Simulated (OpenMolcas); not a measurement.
**What dynamic correlation does to the levels of Ne4+**

```json
{"Program": "OpenMolcas", "Basis": "ANO-RCC-VTZP [4s3p2d1f]", "Scalar Hamiltonian": "DKH2, point nucleus", "Active space": "4 electrons in 9 orbitals (RAS2 2s 2p; RAS3 3d, at most 2 electrons)", "State averaging": "2S+1 = 3 even, 3 roots; 2S+1 = 1 even, 6 roots; 2S+1 = 5 odd, 1 root; 2S+1 = 3 odd, 9 roots; 2S+1 = 1 odd, 8 roots", "Spin-orbit coupling": "RASSI with atomic mean-field integrals over the reference wave functions, term energies averaged over their components"}
```

Methods on the same reference wave functions:
A. RASSCF
B. SS-RASPT2, IPEA 0.25 Eh, imaginary shift 0.1 Eh (closed shells correlated: 1s)
C. XMS-RASPT2, IPEA 0.25 Eh, imaginary shift 0.1 Eh (closed shells correlated: 1s)

Energies in cm-1 above 2s2 2p2 3P0, the measured ground level; measured values from NIST levels in Podobedova, Fuhr, Reader and Wiese, J. Phys. Chem. Ref. Data 33, 525 (2004).

```
       Level       A       B       C  Measured
 2s2 2p2 3P0     0.0     0.0     0.0       0.0
 2s2 2p2 3P1     398     399     399       412
 2s2 2p2 3P2    1150    1150    1150      1110
 2s2 2p2 1D2   32214   30940   30870     30292
 2s2 2p2 1S0   67093   64800   64880     63914
2s 2p3 5S* 2   85637   87260   87330          
2s 2p3 3D* 2  178325  176240  176290    175905
2s 2p3 3D* 1  178326  176240  176300    175927
2s 2p3 3D* 3  178339  176250  176310    175834
2s 2p3 3P* 0  212566  209050  209110    208193
2s 2p3 3P* 1  212571  209060  209120          
2s 2p3 3P* 2  212580  209070  209130          
2s 2p3 1D* 2  276597  272100  272170    270564
2s 2p3 3S* 1  285505  280950  281030          
2s 2p3 1P* 1  312184  306100  306160
```

Deviations, from unrounded energies. A percentage is the sum of absolute deviations over the sum of measured energies, with the sign that they share, or ± where signs differ.

```tsv
Against measurement	Levels	A	B	C
mean absolute deviation (cm-1)	9	2500	560	590
fine structure of the ground term (%)	2	±3.5	±3.5	±3.5
other terms of the ground configuration (%)	2	+5.4	+1.6	+1.6
other configurations (%)	5	+1.8	+0.3	+0.4
```

B, C lie about equally close to measurement and A furthest from it. The largest miss of B in the table is 2s 2p3 1D* 2, by +1500 cm-1. The ranking rests on the paired levels alone, and a cruder setting can come out closer through cancelling errors.

Between B and C the level of the table that moves most is 2s 2p3 3S* 1, by 75 cm-1 (lowest in B, highest in C). Moves below CASPT2's spread within the term are not significant.

The mean deviations of B to C differ by less than CASPT2's widest spread within a term (37 cm-1), so their order carries little weight.

From A to B the spin-free energies of the other terms of 2s2 2p2 shown, above 3P, scale by factors of 0.96 to 0.97.

The lowest spin-free term lies below A's lowest term by 0.031 hartree in B, 0.032 hartree in C.

CASPT2 breaks the degeneracy within a term, and the mean is taken; among the terms shown or strongly mixed into the levels shown the widest spread is 37 cm-1 (2s 2p3 3D*, C). Active for correlation alone: 3d; no level in the range computed is led by a configuration that fills it, so any true level of that kind is missing. Computed and measured levels are paired by configuration, term and J; levels that our copy of the source lacks, or whose pairing is in doubt (as where it misses far off the trend of its configuration), stay unpaired and out of the deviations. Only configurations of the active space appear.

* marks odd parity.
